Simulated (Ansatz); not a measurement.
Geometry optimisation, RKS PBE-D4/6-31G* in Ansatz 0.2.0.

Input:

```yaml
crystal:
  periodic: [false, false, false]
  atoms:
    - { symbol: C, position_ang: [-1.7143, 0.0332, 0.9228] }
    - { symbol: Si, position_ang: [-0.5057, -1.2133, 0.5055] }
    - { symbol: Si, position_ang: [1.3889, -0.1924, -0.2643] }
    - { symbol: P, position_ang: [1.1121, 1.0396, -2.0706] }
    - { symbol: H, position_ang: [-1.3972, 0.7597, 1.6624] }
    - { symbol: H, position_ang: [-2.0291, 0.6864, 0.0287] }
    - { symbol: H, position_ang: [-2.655, -0.3791, 1.2921] }
    - { symbol: H, position_ang: [-1.0047, -2.1183, -0.5328] }
    - { symbol: H, position_ang: [-0.2036, -1.9991, 1.7647] }
    - { symbol: H, position_ang: [1.9641, 0.7292, 0.8065] }
    - { symbol: H, position_ang: [2.4551, -1.1973, -0.5648] }
    - { symbol: H, position_ang: [2.3062, 1.6993, -2.0872] }
    - { symbol: H, position_ang: [0.3035, 2.1174, -1.4482] }
basis:
  gaussian: { orbitals: "6-31G*" }
hamiltonian:
  xc: pbe
  dispersion: d4
relax:
  f_tol: 0.015
  max_steps: 40
```

Command:

```bash
$ ansatz run input.yaml --threads 1 --pin off --max-ram 2048MiB --backend cpu --events-out ev --progress --plain --runs-dir out
```

Problem. Where does it end, and by what steps?

Solution. It converged. The force dipped under the threshold on the way, but the program's further checks kept it going. After 8 steps the energy has fallen by 0.421 eV; H10 moved furthest, 0.20 Å.

```
step  energy less start (eV)  largest force component (eV/Å)  accepted
   0                  0.0000                           2.428       yes
   1                 -0.2934                           1.179       yes
   2                 -0.4036                           0.457       yes
   3                 -0.4164                           0.144       yes
   4                 -0.4199                           0.049       yes
   5                 -0.4210                           0.023       yes
   6                 -0.4212                           0.003       yes
   7                 -0.4213                           0.009       yes
   8                 -0.4214                           0.014       yes
```

```xyz
13
Properties=species:S:1:pos:R:3
C -1.809 0.112 0.901
Si -0.480 -1.192 0.532
Si 1.504 -0.193 -0.234
P 1.035 1.025 -2.114
H -1.467 0.815 1.679
H -2.053 0.694 -0.004
H -2.736 -0.370 1.257
H -0.970 -2.148 -0.520
H -0.181 -1.999 1.767
H 2.134 0.639 0.851
H 2.505 -1.242 -0.632
H 2.247 1.798 -2.071
H 0.291 2.026 -1.397
```

Whether the end is a true minimum wasn't checked by a vibrational analysis.

Time of the run: 37 s on 1 thread of Arm Neoverse V2, with other jobs on the host, peak memory 0.13 GiB.
